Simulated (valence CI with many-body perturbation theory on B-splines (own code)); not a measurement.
Values are calculated unless marked as measured or tabulated.
# Energy levels of Lu⁴⁰⁺

Method: relativistic CI+MBPT: three valence electrons over a frozen Dirac-Fock core [Ar] 3d10, a basis of 11 s, 11 p, 10 d, 8 f, 5 g, 2 h functions for each j, with the one-electron correlation potential Σ1, the two-electron term Σ2, the three-electron term Σ3, Breit, model QED; selected CI, second order for the rest, scaled by the run's own slope (own B-spline code, finite nucleus).

The last digits are not significant, and no measured levels were compared; by estimate large intervals hold to a few tenths of a per cent, small ones and those within an open d or f shell to about a per cent.

Levels 91 to 135 of 196, with energies above the lowest level, (4s^2 4p1/2) J=1/2. "Leading %" is the weight of the configuration and term that name the level; weights of strongly mixed levels are sums over their largest components and can fall short. In the jj column 3d3/2^4 stands for four electrons in 3d with j = 3/2.

| No. | Configuration | Term | J | E (eV) | Leading % | g | Second component | Leading jj |
| --- | --- | --- | --- | --- | --- | --- | --- | --- |
| 91 | 4s 4p 4f | 2D | 3/2 | 568.49 | 28 | 0.901 | 25 % 4p2 4d 2D | 4p3/2^2 4d3/2 (46 %) |
| 92 | 4p2 4d | 4F | 9/2 | 569.34 | 35 | 1.200 | 26 % 4s 4p 4f 2G | 4p3/2^2 4d5/2 (51 %) |
| 93 | 4s 4d2 | 2P | 3/2 | 570.74 | 33 | 1.061 | 16 % 4p2 4d 2D | 4s 4d3/2 4d5/2 (29 %) |
| 94 | 4s 4d2 | 2D | 5/2 | 571.12 | 42 | 1.294 | 30 % 4s 4d2 4P | 4s 4d5/2^2 (75 %) |
| 95 | 4s 4p 4f | 2F | 7/2 | 572.90 | 48 | 1.192 | 22 % 4s 4p 4f 4D | 4s 4p3/2 4f7/2 (71 %) |
| 96 | 4s 4d2 | 2S | 1/2 | 575.15 | 36 | 1.536 | 26 % 4p2 4d 2P | 4p3/2^2 4d5/2 (50 %) |
| 97 | 4s 4p 4f | 2F | 5/2 | 578.51 | 34 | 1.081 | 14 % 4p2 4d 2D | 4s 4p3/2 4f5/2 (45 %) |
| 98 | 4s 4d2 | 2P | 1/2 | 578.64 | 34 | 1.486 | 29 % 4p2 4d 4P | 4p3/2^2 4d3/2 (53 %) |
| 99 | 4s 4p 4f | 2G | 9/2 | 580.31 | 69 | 1.122 | 22 % 4s 4d2 2G | 4s 4p3/2 4f7/2 (39 %) |
| 100 | 4p2 4d | 2D | 5/2 | 580.60 | 41 | 1.190 | 30 % 4s 4p 4f 2D | 4p3/2^2 4d5/2 (52 %) |
| 101 | 4p2 4d | 2F | 7/2 | 581.32 | 20 | 1.111 | 15 % 4s 4p 4f 2G | 4p3/2^2 4d5/2 (41 %) |
| 102 | 4p2 4f | 2F° | 5/2 | 582.37 | 36 | 0.839 | 32 % 4p2 4f 4G° | 4p1/2^2 4f5/2 (95 %) |
| 103 | 4s 4p 4f | 2D | 3/2 | 582.86 | 43 | 0.832 | 23 % 4s 4d2 2D | 4s 4p3/2 4f7/2 (31 %) |
| 104 | 4p2 4f | 2F° | 7/2 | 588.07 | 32 | 1.138 | 17 % 4p2 4f 4D° | 4p1/2^2 4f7/2 (96 %) |
| 105 | 4s 4p 4f | 2D | 3/2 | 591.11 | 32 | 1.012 | 22 % 4s 4d2 2P | 4p3/2^2 4d3/2 (30 %) |
| 106 | 4s 4p 4f | 2G | 7/2 | 591.45 | 36 | 0.978 | 15 % 4p2 4d 2F | 4s 4p3/2 4f5/2 (52 %) |
| 107 | 4s 4p 4f | 2G | 9/2 | 591.57 | 39 | 1.160 | 18 % 4s 4d2 2G | 4s 4p3/2 4f7/2 (48 %) |
| 108 | 4s 4d2 | 2S | 1/2 | 592.39 | 41 | 1.520 | 19 % 4s 4d2 2P | 4s 4d5/2^2 (57 %) |
| 109 | 4s 4p 4f | 2D | 5/2 | 594.62 | 32 | 1.193 | 25 % 4p2 4d 2D | 4p3/2^2 4d5/2 (45 %) |
| 110 | 4s 4d2 | 2F | 7/2 | 595.38 | 33 | 1.095 | 19 % 4s 4p 4f 2F | 4s 4d5/2^2 (40 %) |
| 111 | 4p2 4d | 2D | 3/2 | 603.08 | 24 | 1.087 | 19 % 4p2 4d 2P | 4p3/2^2 4d5/2 (61 %) |
| 112 | 4p2 4d | 2F | 5/2 | 606.56 | 31 | 1.066 | 31 % 4p2 4d 2D | 4p3/2^2 4d5/2 (62 %) |
| 113 | 4p 4d2 | 4G° | 5/2 | 615.74 | 56 | 0.729 | 30 % 4p 4d2 2F° | 4p1/2 4d3/2^2 (93 %) |
| 114 | 4p 4d2 | 4D° | 1/2 | 630.68 | 46 | 0.629 | 36 % 4p 4d2 2P° | 4p1/2 4d3/2^2 (96 %) |
| 115 | 4p 4d2 | 4F° | 3/2 | 633.04 | 44 | 0.708 | 32 % 4p 4d2 2D° | 4p1/2 4d3/2^2 (86 %) |
| 116 | 4p 4d2 | 4G° | 7/2 | 633.21 | 56 | 1.012 | 10 % 4p 4d2 2G° | 4p1/2 4d3/2 4d5/2 (90 %) |
| 117 | 4p 4d2 | 2D° | 5/2 | 635.41 | 25 | 1.047 | 19 % 4p 4d2 4D° | 4p1/2 4d3/2 4d5/2 (90 %) |
| 118 | 4p 4d2 | 2H° | 9/2 | 636.20 | 45 | 1.004 | 18 % 4p 4d2 2G° | 4p1/2 4d3/2 4d5/2 (81 %) |
| 119 | 4p 4d2 | 4D° | 3/2 | 638.55 | 37 | 1.173 | 18 % 4p 4d2 2D° | 4p1/2 4d3/2 4d5/2 (84 %) |
| 120 | 4p 4d2 | 4P° | 1/2 | 640.10 | 49 | 1.793 | 26 % 4p 4d2 4D° | 4p1/2 4d3/2 4d5/2 (99 %) |
| 121 | 4p 4d2 | 2F° | 7/2 | 648.76 | 26 | 1.051 | 25 % 4p 4d2 2G° | 4p1/2 4d3/2 4d5/2 (61 %) |
| 122 | 4p 4d2 | 4F° | 5/2 | 649.21 | 19 | 1.097 | 17 % 4p 4d2 4D° | 4p1/2 4d3/2 4d5/2 (79 %) |
| 123 | 4p 4d2 | 4D° | 7/2 | 653.15 | 30 | 1.274 | 21 % 4p2 4f 4D° | 4p1/2 4d5/2^2 (49 %) |
| 124 | 4p 4d2 | 4D° | 3/2 | 653.18 | 34 | 1.199 | 15 % 4p 4d2 2P° | 4p1/2 4d3/2 4d5/2 (79 %) |
| 125 | 4p2 4f | 2G° | 7/2 | 654.04 | 64 | 0.920 | 29 % 4p2 4f 4G° | 4p1/2 4p3/2 4f5/2 (88 %) |
| 126 | 4p 4d2 | 4G° | 9/2 | 654.68 | 25 | 1.145 | 19 % 4p2 4f 4G° | 4p1/2 4d5/2^2 (54 %) |
| 127 | 4p2 4f | 4G° | 5/2 | 655.44 | 41 | 0.933 | 30 % 4p2 4f 2D° | 4p1/2 4p3/2 4f5/2 (84 %) |
| 128 | 4p2 4f | 4F° | 3/2 | 658.05 | 62 | 0.702 | 12 % 4p2 4f 2D° | 4p1/2 4p3/2 4f5/2 (85 %) |
| 129 | 4p2 4f | 2H° | 9/2 | 658.88 | 26 | 1.087 | 23 % 4p2 4f 4G° | 4p1/2 4p3/2 4f5/2 (57 %) |
| 130 | 4p2 4f | 2F° | 5/2 | 659.19 | 46 | 0.998 | 18 % 4p2 4f 2D° | 4p1/2 4p3/2 4f5/2 (59 %) |
| 131 | 4p2 4f | 4F° | 9/2 | 660.24 | 51 | 1.236 | 22 % 4p2 4f 2G° | 4p1/2 4p3/2 4f7/2 (96 %) |
| 132 | 4p 4d2 | 4P° | 3/2 | 660.81 | 25 | 1.212 | 22 % 4p2 4f 2D° | 4p1/2 4d5/2^2 (49 %) |
| 133 | 4p2 4f | 2H° | 11/2 | 660.86 | 58 | 1.152 | 35 % 4p2 4f 4G° | 4p1/2 4p3/2 4f7/2 (93 %) |
| 134 | 4p2 4f | 2F° | 7/2 | 661.11 | 26 | 1.128 | 21 % 4p2 4f 4G° | 4p1/2 4p3/2 4f7/2 (71 %) |
| 135 | 4p2 4f | 4D° | 5/2 | 661.37 | 25 | 1.166 | 13 % 4p2 4f 4F° | 4p1/2 4p3/2 4f7/2 (44 %) |

Where two levels of one J and parity lie close, their mixing, g and order are uncertain.
